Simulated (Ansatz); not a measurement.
Cost and result up the ladder for `c1sc(-c2sc(-c3sc(-c4scc5c4OCCO5)c4c3OCCO4)c3c2OCCO3)c2c1OCCO2` (54 atoms). The state is a singlet with charge 0. Geometry: PBE-D4/def2-SVP.

Cartesian coordinates in Å:
```
C 6.2195 2.8348 1.2862
S 5.1757 1.6257 0.6125
C 3.7598 2.2618 1.4366
C 2.4684 1.6434 1.2821
S 1.9730 0.9699 -0.2658
C 0.4247 0.4261 0.3681
C -0.5273 -0.2947 -0.4238
S -2.0542 -0.8822 0.2242
C -2.5401 -1.5753 -1.3176
C -3.7982 -2.2626 -1.4588
S -5.2543 -1.6882 -0.6606
C -6.2183 -2.9808 -1.2982
C -5.4645 -3.8101 -2.1072
C -4.0868 -3.4109 -2.1935
O -3.1575 -4.1299 -2.8864
C -3.7613 -5.0211 -3.8233
C -4.9074 -5.7927 -3.1813
O -5.9492 -4.9118 -2.7555
C -1.5493 -1.3650 -2.2748
C -0.4196 -0.6582 -1.7672
O 0.6652 -0.3422 -2.5364
C 0.3876 -0.4504 -3.9352
C -0.3789 -1.7325 -4.2383
O -1.6469 -1.7413 -3.5824
C 0.3160 0.7925 1.7107
C 1.4621 1.4634 2.2300
O 1.5607 1.8289 3.5407
C 0.2886 1.8512 4.1882
C -0.5117 0.5933 3.8719
O -0.7827 0.5028 2.4707
C 4.1220 3.3642 2.2088
C 5.5216 3.6793 2.1289
O 6.0783 4.7224 2.8149
C 5.0972 5.6469 3.2903
C 3.9080 4.9211 3.9059
O 3.2434 4.1148 2.9337
H 7.2843 2.8752 1.0342
H -7.2803 -3.0781 -1.0496
H -4.1362 -4.4493 -4.7041
H -2.9653 -5.7130 -4.1623
H -4.5236 -6.3764 -2.3119
H -5.3632 -6.4960 -3.9058
H 1.3658 -0.4413 -4.4544
H -0.2053 0.4316 -4.2713
H 0.2207 -2.6158 -3.9170
H -0.5820 -1.8173 -5.3240
H -0.2842 2.7527 3.8687
H 0.4867 1.9240 5.2757
H 0.0535 -0.3075 4.2058
H -1.4934 0.6086 4.3843
H 5.6022 6.2850 4.0421
H 4.7469 6.2937 2.4521
H 4.2500 4.2858 4.7561
H 3.1597 5.6458 4.2830
```

Ansatz on 2 threads of AMD EPYC 7R13 on a shared host and a share (18 GiB) of an NVIDIA H100 80GB HBM3. Times are rough, and most runs start from the orbitals of an earlier one. PBE0-D4/def2-SVP serves as the yardstick here, not as an exact answer. Differences are given only for rows in sets of like size (and for xTB, whose basis is part of the method), since another set adds its own error. Binding counts from free atoms at the same level (C triplet, S triplet, O triplet, H doublet; other spins of the atoms weren't run), without zero-point energy or a counterpoise term.

LC-ωPBE has ω = 0.4 bohr⁻¹. B3LYP takes the VWN-RPA correlation. Correlated methods freeze 52 core orbitals. The rows differ in basis, and correlated rows in double-zeta sets carry the largest basis error. Single mean-field runs in def2-SVP, def2-mTZVP are fitted with def2-universal-jkfit.

Run but left out: HF/STO-3G, HF/6-31G (restricted singlet, unstable in another Hartree–Fock run and untested here).

Correlated methods converge slowly with the basis, most of all in double-zeta sets.

| level | functions | wall time | binding energy per atom (eV) | difference from PBE0-D4/def2-SVP (eV) | remarks |
| --- | --- | --- | --- | --- | --- |
| B3LYP-D4/6-31G | 376 | 9 s | 4.62 | – | – |
| r2SCAN-D4/def2-SVP | 610 | 12 s | 5.02 | -0.05 | – |
| r2SCAN-D4/def2-mTZVP | 790 | 12 s | 4.89 | – | – |
| BLYP-D4/def2-SVP | 610 | 13 s | 5.01 | -0.05 | – |
| PBE0-D4/def2-SVP (with forces) | 610 | 13 s | 5.07 | 0.00 | – |
| LC-ωPBE/def2-SVP | 610 | 16 s | 4.98 | -0.09 | – |
| PBE-D4/def2-SVP (with forces) | 610 | 17 s | 5.23 | 0.16 | – |
| MP2/def2-SVP | 610 | 17 s | 4.82 | -0.24 | restricted SCF unstable |
